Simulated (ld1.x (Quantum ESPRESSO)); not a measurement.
# What the settings do to the PAW potential of Mn

Base potential:

ld1.x (Quantum ESPRESSO) 7.5 input, shortened:

```
&input
   title='Mn', zed=25., rel=1, dft='PBE', iswitch=3,
   config='[Ar] 3d5 4s0 4p0'
 /
 &inputp
   pseudotype=3, lpaw=.true., tm=.true., lloc=-1, rcloc=1.80,
   nlcc=.true., new_core_ps=.true.,
   which_augfun='BESSEL', rmatch_augfun=1.20
 /
6
4S  1  0   0.00   0.00  1.90  2.55  0.0
4S  1  0   0.00  -0.35  1.90  2.55  0.0
4P  2  1   0.00   0.00  1.80  2.45  0.0
4P  2  1   0.00   0.40  1.80  2.45  0.0
3D  3  2   5.00   0.00  1.10  1.50  0.0
3D  3  2   0.00  -1.25  1.10  1.50  0.0
 &test
   configts(1)='3d5 4s0 4p0'
 /
```

Cutoffs, loose and tight: the cutoffs (Ry, on a coarse ladder) from which the occupation-weighted sum of valence levels, in a spherical-Bessel basis at the reference potential, stays within 10 and 1 mRy of its value at 400 Ry. They do not see the model core or the augmentation charge, which bear on the density cutoff. Test errors are all-electron minus pseudo excitation energies from the reference, over the configurations 3d5 4s2 4p0; 3d5 4s1 4p0; 3d4 4s0 4p0; 3d5 4s0 4p2; 3d5 4s0 4p1; 3d5 4s1.5 4p0; 3d6 4s0 4p0. A dash means not determined; rows that change the core or the reference have their own tests. The largest error is taken over the tests solved by every variant that gives reliable tests at all: 3d4 4s0 4p0; 3d5 4s0 4p1; 3d5 4s0 4p2; 3d6 4s0 4p0.

A true bound ghost makes a file unfit for plane-wave use even where its test errors are small: the radial tests pick states by their node count and pass the ghost by. Where a test does run into it, the solver fails or the error is huge.

```csv
change,outcome,"cutoff, loose","cutoff, tight",bound ghosts,largest test error (meV)
base,generated,45 Ry,80 Ry,none,-338
local potential all-electron potential smoothed inside 1.40 bohr (lloc = -1),generated,45 Ry,80 Ry,s,-337
"waves 4s (bound): rcut 1.52, rcutus 1.62 bohr; 4s channel at -0.35 Ry: rcut 1.52, rcutus 1.62 bohr",generated,45 Ry,80 Ry,s,-338
local potential all-electron potential smoothed inside 3.06 bohr (lloc = -1),generated,45 Ry,80 Ry,none,-389
functional PBEsol,generated,45 Ry,80 Ry,none,-346
reference 3d5 4s2 4p0,generated,45 Ry,80 Ry,none,-363 over the solved tests; test run stopped at test 4 of 7 (negative rho)
```

(1) What comes out with this change to the base: waves 3d (bound): rcut 1.02, rcutus 1.08 bohr; 3d channel at -1.25 Ry: rcut 1.02, rcutus 1.08 bohr?

(2) What comes out with this change to the base: all radii but the core radius scaled by about 0.88 (s 2.24, p 2.16, d 1.32 bohr, rcut 1.68/1.58/0.96); local potential all-electron potential smoothed inside 1.58 bohr (lloc = -1); augmentation BESSEL, radius 1.06 bohr?

## Answers

(1) outcome: generated; cutoff, loose: 90 Ry; cutoff, tight: 160 Ry; bound ghosts: none; largest test error (meV): -338.

(2) outcome: generated; cutoff, loose: 60 Ry; cutoff, tight: 100 Ry; bound ghosts: none; largest test error (meV): -336.
